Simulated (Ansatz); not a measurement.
Coupled-cluster diagnostics for Na₅F₄, Ansatz.

Geometry of the doublet (PBE0-D4/def2-SVP):

| atom | x (Å) | y (Å) | z (Å) |
| --- | --- | --- | --- |
| Na1 | 1.039 | -1.287 | -1.206 |
| Na2 | -2.732 | -0.968 | -1.448 |
| Na3 | 4.525 | -0.278 | 0.345 |
| Na4 | -2.284 | 1.426 | 1.196 |
| Na5 | 1.601 | 1.067 | 1.376 |
| F6 | 2.430 | -0.325 | 0.010 |
| F7 | -0.325 | 1.583 | 1.654 |
| F8 | -0.848 | -1.590 | -1.821 |
| F9 | -3.405 | 0.372 | -0.106 |

Correlated methods freeze 9 core orbitals; core or outer-core shells of Na are correlated, in sets that lack core-valence functions. Another isomer (doublet) lies 0.43 eV lower at PBE0-D4/def2-TZVP; other spin states weren't run for this one.

**Question.** Estimate the CCSD(T) correlation energy, the shares of MP2 and (T), T1 and the reference's ⟨S²⟩ for: charge 0, doublet, own geometry in def2-SVP; and the rough time on 4 threads of Arm Neoverse V2 on a shared host.

**Answer.** 
```
                          state     basis  correlation (eV)  MP2 share (%)  (T) share (%)     T1  ⟨S²⟩ (pure)  wall time
charge 0, doublet, own geometry  def2-SVP           -22.803           98.4            1.1  0.011  0.75 (0.75)    4.5 min
```
Customary marks for T1 are 0.02 (closed shells), 0.045 (open shells) and about 0.05 (3d metals). T1 stays under 0.02 throughout.
